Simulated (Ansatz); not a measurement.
Cost and result for the atomization energy of `[OH][Ga][O][SiH3]` radical (8 atoms, 7 bonds).

Z-matrix (Å, degrees):
```
Si
O 1 1.635
H 1 1.486 2 108.4
H 1 1.489 2 111.3 3 119.8
H 1 1.489 2 111.2 3 -119.7
Ga 2 1.798 1 140.2 3 -176.9
O 6 1.794 2 115.2 1 -179.7
H 7 0.964 6 110.8 2 -0.0
```

The species carries charge 0 and has multiplicity 2. Correlated methods include outer-core shells of Ga, which these sets cover unevenly. Scalar relativity is left out up to krypton. The geometry is a stationary point of PBE0-D4/def2-TZVP. It is one conformer, not always the lowest. Program: Ansatz. Hardware: A = 2 threads of an AMD EPYC 7R13 on a shared host; B = 2 threads of an AMD EPYC 7R13 on a shared host and a share of an NVIDIA H100 80 GB. Times are those of one run each, without the atoms' runs, and a repeat can differ threefold. Electronic energies, without spin–orbit coupling; frozen cores. CCSD(T)/CBS adds CCSD(T) − MP2 in def2-TZVPP to the MP2 limit, and its time is that of the two runs behind it. T1 = 0.016; ⟨S²⟩ of the reference is 0.75. With those shells the extrapolation isn't a true limit. B3LYP takes the VWN-RPA correlation (the form of Gaussian; ORCA's B3LYP/G).

CCSD(T)/CBS is a level of theory with its own doubt, some kJ/mol a heavy atom from the limit and from the frozen cores, so smaller differences don't rank the functionals.

| level | functions | wall time |
| --- | --- | --- |
| PBE-D4/def2-TZVPP (with forces) [A] | 208 | 3.8 s |
| PBE0-D4/def2-TZVPP [A] | 208 | 5.5 s |
| B3LYP-D4/def2-TZVPP (with forces) [A] | 208 | 6.5 s |
| B2PLYP/def2-TZVPP [A] | 208 | 8 s |
| r2SCAN-D4/def2-TZVPP (with forces) [A] | 208 | 9 s |
| MP2/def2-QZVPP [B] | 393 | 10 s |
| ωB97X-V/def2-TZVPP [A] | 208 | 13 s |
| CCSD(T)/def2-TZVPP [B] | 208 | 15 s |
| ωB97M-V/def2-TZVPP (with forces) [A] | 208 | 18 s |
| CCSD(T)/CBS(def2) | – | 25 s |

**Question.** What atomization energy does each give, and how far from CCSD(T)/CBS? (Best estimate.)

**Answer.** Ansatz gave: 
```tsv
level	atomization (kJ/mol)	difference from CCSD(T)/CBS	per bond
PBE-D4/def2-TZVPP (with forces) [A]	2582.8	-5.0	-0.7
PBE0-D4/def2-TZVPP [A]	2525.9	-61.9	-8.8
B3LYP-D4/def2-TZVPP (with forces) [A]	2552.8	-35.0	-5.0
B2PLYP/def2-TZVPP [A]	2546.8	-41.0	-5.9
r2SCAN-D4/def2-TZVPP (with forces) [A]	2589.7	1.9	0.3
MP2/def2-QZVPP [B]	2629.9	42.1	6.0
ωB97X-V/def2-TZVPP [A]	2585.1	-2.7	-0.4
CCSD(T)/def2-TZVPP [B]	2524.0	-63.8	-9.1
ωB97M-V/def2-TZVPP (with forces) [A]	2569.7	-18.1	-2.6
CCSD(T)/CBS(def2)	2587.8	0.0	0.0
```

The D4 term adds +24.5 kJ/mol with B3LYP and +12.7 kJ/mol with PBE0; it sums over pairs of atoms, weighted by their polarisabilities, and B3LYP, whose exchange is more repulsive, gets the larger term. From PBE to PBE0 (25 % exact exchange), in def2-TZVPP and without D4, the atomization energy moves by −54.7 kJ/mol: exact exchange takes away binding that semilocal exchange gives to molecules. In def2-TZVPP, CCSD(T) changes the Hartree–Fock value by +695.3 kJ/mol (the triples alone add +41.0 kJ/mol) and MP2 by +761.7 kJ/mol; breaking electron pairs costs correlation energy, which Hartree–Fock lacks.
